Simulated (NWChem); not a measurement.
System: CH6OTi; SMILES [O](C)[TiH3]

Program: NWChem. Pople sets run with spherical d functions. The geometry was optimised at PBE0/def2-SVP. B3LYP is NWChem's, with the RPA form of VWN correlation. Vertical excitations in the gas phase; the lowest state need not have the same character in each row.

| level | lowest excitation, singlet (eV) | oscillator strength of that lowest state | orbital gap (eV) |
|---|---|---|---|
| PBE/6-31G*, TDA | 3.56 | 0.000 | 3.59 |
| B3LYP/6-31G*, TDA | 3.65 | 0.000 | ___ |
| Hartree-Fock/6-31G*, CIS | 4.31 | 0.000 | 13.27 |
| PBE0/6-31G*, TDA | 3.68 | 0.000 | 6.22 |

Problem. Complete the blanks.

Solution. 
- B3LYP/6-31G*, TDA, orbital gap (eV): 5.69
